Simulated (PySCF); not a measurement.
# Vertical excitation energies

Compound: C5H11As.
SMILES: `C=CC[As](C)C`

Theory: TDDFT CAM-B3LYP/def2-SVPD, vertical, gas phase, core orbitals frozen in the response (PySCF). Isolated species at its PBE0-D3(BJ)/def2-SVP geometry (one conformer only). The CAM-B3LYP/def2-SVPD calculation is non-relativistic and has no spin–orbit coupling, an omission that weighs most on arsenic. Torsions of this conformer, `[CH2:1]=[CH:2][CH2:3][As:4]([CH3:5])[CH3:6]`: C1–C2–C3–As4 -102°, C2–C3–As4–C5 -164°.

```tsv
state	λ (nm)	E (eV)	f	|μ| (D)	main configurations (H = HOMO, L = LUMO)
S1	208.6	5.94	0.184	2.86	H→L (94%)
S2	194.5	6.37	0.091	1.94	H→L+1 (68%), H→L+2 (18%)
S3	188.0	6.60	0.016	0.80	H→L+3 (48%), H→L+2 (19%), H→L+1 (10%)
S4	182.1	6.81	0.095	1.92	H→L+2 (49%), H→L+3 (16%), H-1→L (13%)
S5	179.2	6.92	0.273	3.23	H-1→L (64%), H→L+3 (23%)
S6	175.2	7.08	0.100	1.93	H-1→L+2 (51%), H-1→L+3 (19%)
S7	169.0	7.34	0.235	2.91	H→L+4 (66%), H→L+6 (13%), H→L+5 (9%)
S8	167.4	7.41	0.054	1.38	H-1→L+3 (43%), H-1→L+1 (16%), H→L+6 (10%)
S9	165.4	7.50	0.033	1.08	H-1→L+1 (54%), H→L+6 (13%), H→L+5 (12%)
S10	159.4	7.78	0.0098	0.58	H-1→L+4 (27%), H→L+5 (16%), H→L+6 (16%)
```

Triplets (Tamm–Dancoff): T1 4.15 eV, H-1→L (46%), H→L (23%); T2 5.22 eV, H→L (40%), H→L+3 (18%), H-1→L (12%); T3 5.41 eV, H→L+1 (40%), H→L+2 (21%), H→L+5 (8%); T4 6.29 eV, H→L+3 (27%), H→L (22%), H→L+1 (16%).

The lowest singlet comes at 209 nm (574 kJ/mol) in the ultraviolet; it is strong; its leading configuration is HOMO→LUMO (94%). The strongest level in the table is S5 at 6.92 eV (179 nm, f = 0.273). Löwdin shares by element: HOMO arsenic 52%, carbon 28% or more (atoms not listed hold the other 20%); LUMO carbon 50% or more, arsenic 14% (atoms not listed hold the other 36%). The oscillator strengths of these states sum to 1.092; summed over the whole spectrum of an exact calculation they would give the number of electrons, 74 (Thomas–Reiche–Kuhn). Orbital energies (eV): HOMO-3 -10.65, HOMO-2 -10.19, HOMO-1 -8.55, HOMO -7.78, LUMO 1.01, LUMO+1 1.45, LUMO+2 1.56. Weighted by f, the mean energy of these states is 6.85 eV. The vertical ionisation energy (ΔSCF) is 8.50 eV, 0.72 eV above S10. The window holds the lowest 10 singlets.
